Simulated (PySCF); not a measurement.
BeCl2, charge -1, doublet, at a GFN2-xTB geometry (such geometries of metal compounds can be far from the true shape) (a state made from the parent by changing its charge; the spin is typed, not shown lowest) (in this run its highest filled SCF level lies above zero, so its values depend strongly on the basis, on diffuse functions most of all); REVPBE/6-311G** in PySCF.

PySCF was given this input:
```python
from pyscf import gto, scf, dft

mol = gto.Mole()
mol.atom = '''
    Be    0.635239   -0.523753    0.528734
    Cl    1.121774    0.355638   -1.208482
    Cl   -1.271243   -0.232401    1.084074
'''
mol.basis = '6-311g**'
mol.charge = -1
mol.spin = 1
mol.verbose = 4
mol.build()

mf = dft.UKS(mol)
mf.xc = 'revpbe'
mf.kernel()
```

Output, abridged:

```
PySCF version 2.14.0

[INPUT] verbose = 4
[INPUT] num. atoms = 3
[INPUT] num. electrons = 39
[INPUT] charge = -1
[INPUT] spin (= nelec alpha-beta = 2S) = 1
[INPUT] symmetry False subgroup None
[INPUT] Mole.unit = angstrom
[INPUT] Symbol           X                Y                Z      unit          X                Y                Z       unit  Magmom
[INPUT]  1 Be     0.635239000000  -0.523753000000   0.528734000000 AA    1.200427733643  -0.989749726919   0.999162452746 Bohr   0.0
[INPUT]  2 Cl     1.121774000000   0.355638000000  -1.208482000000 AA    2.119845633658   0.672058419488  -2.283700006467 Bohr   0.0
[INPUT]  3 Cl    -1.271243000000  -0.232401000000   1.084074000000 AA   -2.402301107770  -0.439174241075   2.048602958762 Bohr   0.0

nuclear repulsion = 81.2969895465151
number of shells = 32
number of NR pGTOs = 127
number of NR cGTOs = 70
basis = 6-311g**
ecp = {}

******** <class 'pyscf.dft.uks.UKS'> ********
method = UKS
initial guess = minao
damping factor = 0
level_shift factor = 0
DIIS = <class 'pyscf.scf.diis.CDIIS'>
diis_start_cycle = 1
diis_space = 8
diis_damp = 0
SCF conv_tol = 1e-09
SCF conv_tol_grad = None
SCF max_cycles = 50
direct_scf = True
direct_scf_tol = 1e-13
number electrons alpha = 20  beta = 19
XC library pyscf.dft.libxc version 7.1.2
    S. Lehtola, C. Steigemann, M. J. T. Oliveira, and M. A. L. Marques,  SoftwareX 7, 1–5 (2018)
XC functionals = revpbe
    Y. Zhang and W. Yang,  Phys. Rev. Lett. 80, 890 (1998)
    J. P. Perdew, K. Burke, and M. Ernzerhof,  Phys. Rev. Lett. 77, 3865 (1996)
    J. P. Perdew, K. Burke, and M. Ernzerhof,  Phys. Rev. Lett. 78, 1396 (1997)
radial grids:
    Treutler-Ahlrichs [JCP 102, 346 (1995); DOI:10.1063/1.469408] (M4) radial grids

becke partition: Becke, JCP 88, 2547 (1988); DOI:10.1063/1.454033
pruning grids: <function nwchem_prune>
grids dens level: 3
symmetrized grids: False
atomic radii adjust function: <function treutler_atomic_radii_adjust>
small_rho_cutoff = 0
Set gradient conv threshold to 3.16228e-05
tot grids = 51488
init E= -935.067511954399

cycle= 1 E= -935.101421519507  delta_E= -0.0339  |g|= 0.283  |ddm|= 1.19
cycle= 2 E= -935.07437816329  delta_E= 0.027  |g|= 0.38  |ddm|= 0.866
cycle= 3 E= -935.151214599332  delta_E= -0.0768  |g|= 0.036  |ddm|= 0.401
cycle= 4 E= -935.151505225487  delta_E= -0.000291  |g|= 0.0284  |ddm|= 0.107
cycle= 5 E= -935.152063615958  delta_E= -0.000558  |g|= 0.00127  |ddm|= 0.0421
cycle= 6 E= -935.152064439061  delta_E= -8.23e-07  |g|= 0.000422  |ddm|= 0.00228
cycle= 7 E= -935.15206455503  delta_E= -1.16e-07  |g|= 6.55e-05  |ddm|= 0.000608
cycle= 8 E= -935.152064558079  delta_E= -3.05e-09  |g|= 1.66e-05  |ddm|= 0.000134
cycle= 9 E= -935.152064558348  delta_E= -2.68e-10  |g|= 1.36e-06  |ddm|= 4.6e-05
Extra cycle  E= -935.152064558348  delta_E= -2.27e-13  |g|= 6.99e-07  |ddm|= 4.15e-06
converged SCF energy = -935.152064558348  <S^2> = 0.75149155  2S+1 = 2.001491
```
